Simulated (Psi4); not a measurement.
I₃Sn, charge -1, singlet, at a GFN2-xTB geometry (such geometries of metal compounds can be far from the true shape) (core potentials on I, Sn) (a gas-phase anion, which may not be bound at this level).

Psi4 was given this input:
```
memory 2 GB

molecule {
-1 1
Sn   -0.01199166   -0.00955401    0.94012760
I    -1.99356510   -1.58626723   -0.33726525
I    -0.37409393    2.52761379   -0.27480117
I     2.37897192   -0.93233334   -0.27484642
}

set {
  basis def2-qzvp
}

energy('blyp')
print_variables()
```

Problem. What does this run give for the nuclear repulsion energy, total energy, number of basis functions?

Solution. 
```json
{
 "nuclear_repulsion_energy": "532.2493 Eh",
 "total_energy": "-1107.492942 Ha",
 "number_of_basis_functions": "328"
}
```

A gas-phase anion may not be bound at this level; its values then depend on the basis.

Problem. Roughly what does it cost on one core?

Solution. very roughly 22 core-seconds.
